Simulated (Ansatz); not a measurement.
C2H6F2OSi can be A, `OC[SiH](F)CF`, or B, `FCOC(F)[SiH3]`.

Computed with Ansatz on PBE0-D4/def2-TZVP structures; ΔE is electronic, products minus reactants. CCSD(T)/CBS is the MP2 limit (def2-TZVPP, def2-QZVPP) plus CCSD(T) − MP2 in def2-TZVPP, frozen cores. Functionals use def2-TZVPP. B3LYP here is the variant with VWN-RPA as its local correlation; programs differ in this. One conformer a species, not always the lowest.

Which isomer does CCSD(T)/CBS put lower? Give the gap. (Best estimate.)

The calculation gave: A, by 51.2 kcal/mol.

Give E(B) − E(A) in kcal/mol with B3LYP, PBE-D4, CCSD/def2-TZVPP, HF/def2-TZVPP, CCSD(T)/def2-TZVPP, ωB97M-V, PBE0-D4. (Estimate.)

The calculation gave: B3LYP 48.3, PBE-D4 46.9, CCSD/def2-TZVPP 49.3, HF/def2-TZVPP 47.2, CCSD(T)/def2-TZVPP 48.7, ωB97M-V 49.3, PBE0-D4 48.2. None reverses the order clearly.

Largest T1 diagnostic: 0.012.

From PBE to PBE0 (25 % exact exchange), in def2-TZVPP and without D4, E(B) − E(A) moves by +1.3 kcal/mol. In def2-TZVPP, CCSD(T) changes the Hartree–Fock value by +1.6 kcal/mol (the triples alone add −0.6 kcal/mol) and MP2 by +4.6 kcal/mol.
